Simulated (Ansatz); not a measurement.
A series at Si: from `O[Si](O)(O)Cl`, ligands are replaced one by one, each step taking up HCl and setting free H₂O; n counts the steps. Ansatz, PBE0-D4/def2-TZVP geometries. Each molecule was computed in one conformer, which needn't be the lowest.

| n | molecule | HOMO energy, ωB97M-V/def2-TZVPP (eV) |
| --- | --- | --- |
| 0 | `O[Si](O)(O)Cl` | ? |
| 1 | `O[Si](O)(Cl)Cl` | -11.41 |
| 2 | `O[Si](Cl)(Cl)Cl` | -11.56 |
| 3 | `Cl[Si](Cl)(Cl)Cl` | -11.77 |

Question: By hand: fit a straight line y = ȳ + b (n − n̄) to the 3 given rows and predict n = 0.

Answer: n̄ = 2.000, ȳ = -11.580; Σ(n − n̄)(y − ȳ) = -0.360, Σ(n − n̄)² = 2.000, so b = -0.180 eV a step. Prediction: -11.580 + (-0.180) × (-2.000) = -11.22 eV.

Question: By hand: compare with the computed value, -11.46 eV, and give the steps along the whole series.

Answer: The line misses by -0.24 eV (computed minus predicted). Steps: 0.05, -0.15, -0.21 eV.

The steps change sign along the series, so a line is a poor guide. The highest orbital can change its character along such a series. The miss is 66.7 % of the series' range.
